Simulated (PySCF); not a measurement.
A species of formula C4H8Si has this rotational fingerprint, computed with PySCF 2.14.0, PBE0-D3(BJ)/def2-SVP geometry optimisation, gas phase:

| Property | Result |
| --- | --- |
| Rotational constants | A = 22110, B = 1394, C = 1332 MHz |
| Dipole components | \|μa\| = 1.02 D, \|μb\| = 0.15 D, \|μc\| = 0.00 D |
| Inertial defect | -5.86 u·Å² |
| κ | -0.99 |

Question: Which structure is it? (One computed conformer of each.)
A. `C[C@@H]1C=C1[SiH3]`
B. `[CH2:1]=[CH:2]/[CH:3]=[CH:4]/[SiH3:5]` with C1–C2–C3–C4 180°
C. `CC#C[SiH2]C`
D. `[SiH3:1][CH2:2][C:3]1=[CH:4][CH2:5]1` with Si1–C2–C3–C4 -101°
E. `[SiH3][C@]12C[C@H]1C2`

Answer: B. It is C=C/C=C/[SiH3], a near-prolate asymmetric top, point group Cs. The candidates at the same level (rigid rotor, commonest isotopes):

| SMILES | A (MHz) | B (MHz) | C (MHz) | μa (D) | μb (D) | μc (D) | Δ (u·Å²) | point group | rotor |
| --- | --- | --- | --- | --- | --- | --- | --- | --- | --- |
| [SiH3][C@]12C[C@H]1C2 | 8170 | 2930 | 2521 | 0.45 | 0.00 | 0.44 | -33.92 | Cs | asymmetric top |
| C[C@@H]1C=C1[SiH3] | 8442 | 2207 | 1902 | 0.34 | 0.37 | 0.20 | -23.16 | C1 | near-prolate asymmetric top |
| [SiH3]CC1=CC1 | 9818 | 2059 | 1965 | 0.42 | 0.79 | 0.09 | -39.81 | C1 | near-prolate asymmetric top |
| C=C/C=C/[SiH3] | 22110 | 1394 | 1332 | 1.02 | 0.15 | 0.00 | -5.86 | Cs | near-prolate asymmetric top |
| CC#C[SiH2]C | 12099 | 1524 | 1400 | 1.07 | 0.96 | 0.00 | -12.30 | Cs | near-prolate asymmetric top |

`CC#C[SiH2]C` has A 45 % too low; `C[C@@H]1C=C1[SiH3]` has A 62 % too low; `[SiH3][C@]12C[C@H]1C2` has B 110 % too high; `[SiH3]CC1=CC1` has A 56 % too low. In the right answer the mirror of this Cs structure is the ab plane, so μc vanishes by symmetry. No structure here is proved a minimum.
